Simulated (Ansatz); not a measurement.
Cost and result up the ladder for `C[Si](C)(C)C#CC#Cc1ccc(C#Cc2ccc(C#Cc3ccc(C#Cc4ccc(C#C[Si](C)(C)C)cc4)cc3)cc2)cc1` (78 atoms). Charge 0, multiplicity 1. Geometry: PBE-D4/def2-SVP.

Ansatz on 5 threads of AMD EPYC 7R13 on a shared host and a share (37 GiB) of an NVIDIA H100 80GB HBM3. Times are rough, and most runs start from the orbitals of an earlier one. PBE0-D4/def2-TZVP serves as the yardstick here, not as an exact answer. Differences are given only for rows in sets of like size (and for xTB, whose basis is part of the method), since another set adds its own error. Binding counts from free atoms at the same level (C triplet, Si triplet, H doublet; other spins of the atoms weren't run), without zero-point energy or a counterpoise term.

Single mean-field runs in def2-SVP, def2-TZVP are fitted with def2-universal-jkfit.

```csv
level,functions,wall time
PBE-D4/def2-SVP,794,10 s
PBE0-D4/def2-SVP,794,13 s
PBE-D4/def2-TZVP (with forces),1580,18 s
PBE0-D4/def2-TZVP,1580,20 s
r2SCAN-D4/def2-TZVP (with forces),1580,23 s
```

Task: Estimate what each level gives for the binding energy per atom (eV).

Result: 
| level | binding energy per atom (eV) | difference from PBE0-D4/def2-TZVP (eV) |
| --- | --- | --- |
| PBE-D4/def2-SVP | 5.35 | – |
| PBE0-D4/def2-SVP | 5.24 | – |
| PBE-D4/def2-TZVP (with forces) | 5.28 | 0.12 |
| PBE0-D4/def2-TZVP | 5.17 | 0.00 |
| r2SCAN-D4/def2-TZVP (with forces) | 5.12 | -0.05 |
